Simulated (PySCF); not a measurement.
C4H10Si2, SMILES [Si@@H]1(C=C)[SiH2]CC1.

Geometry: PBE0-D3(BJ)/def2-SVP. The structure was generated by enumeration; whether it is a known compound was not checked. The values are those of a single conformer.

Two levels are set side by side: TDA-PBE/def2-SVPD (PySCF) and TDA-PBE0/def2-SVPD (PySCF). Vertical, same geometry. The lowest singlet is HOMO→LUMO 65 %, HOMO−1→LUMO 27 % with PBE and HOMO→LUMO 77 %, HOMO−1→LUMO 16 % with the other functional; states are paired by order. Differences are taken from unrounded values.

```json
[
 {"quantity": "lowest singlet excitation (eV)", "TDA-PBE": "4.84"},
 {"quantity": "lowest triplet excitation (TDA) (eV)", "TDA-PBE": "3.90"},
 {"quantity": "first bright state (f over 0.05) (eV)", "TDA-PBE": "4.84"},
 {"quantity": "its oscillator strength", "TDA-PBE": "0.13"}
]
```

These are the TDA-PBE values. What does TDA-PBE0 give? (The exact figures need the calculation; the answer reports its results.)


```json
[
 {"quantity": "lowest singlet excitation (eV)", "TDA-PBE0": "5.57", "TDA-PBE minus TDA-PBE0": "-0.73"},
 {"quantity": "lowest triplet excitation (TDA) (eV)", "TDA-PBE0": "3.97", "TDA-PBE minus TDA-PBE0": "-0.08"},
 {"quantity": "first bright state (f over 0.05) (eV)", "TDA-PBE0": "5.57", "TDA-PBE minus TDA-PBE0": "-0.73"},
 {"quantity": "its oscillator strength", "TDA-PBE0": "0.24", "TDA-PBE minus TDA-PBE0": "-0.11"}
]
```

A lower first singlet is the usual sign of a functional without exact exchange. Differences between two approximate levels are no errors against the true value.

Rough cost on one machine, each run with all the roots and properties that it gave: TDA-PBE0 against TDA-PBE within a factor of 2.
